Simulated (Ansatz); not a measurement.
Spectroscopic constants of BeF, multiplicity 2 (lowest of 2S+1 = 2, 4 at CCSD(T)/def2-TZVPP on PBE0 minima; our sources give no spin for the ground state, which may be another).

Constants: fifth-degree fit in 1/R to seven points, most abundant isotopes. Runs in def2 and cc sets follow the lowest solution found near the PBE0 minimum.

Codes used: Ansatz (a program for electronic structure). Each number belongs to the level named beside it.

Energies at r2SCAN/def2-TZVPP:

```json
[
 {"R (Å)": "1.274205", "E (hartree)": "-114.59462115"},
 {"R (Å)": "1.308457", "E (hartree)": "-114.59917131"},
 {"R (Å)": "1.339970", "E (hartree)": "-114.60145445"},
 {"R (Å)": "1.375593", "E (hartree)": "-114.60223386"},
 {"R (Å)": "1.411216", "E (hartree)": "-114.60144763"},
 {"R (Å)": "1.452319", "E (hartree)": "-114.59899285"},
 {"R (Å)": "1.500273", "E (hartree)": "-114.59450565"}
]
```

Task: With a reduced mass of 6.1126 u, find the minimum, the force constant and the constants.

Result: A fifth-degree polynomial in 1/R puts the minimum at r_e = 1.3743 Å with force constant 540 N/m. Then ω_e = (1/2πc)√(k/μ) = 1224 cm⁻¹ and B_e = h/(8π²cμr_e²) = 1.460 cm⁻¹; the cubic and quartic terms give α_e = 0.018 and ω_e x_e = 9.4 cm⁻¹.
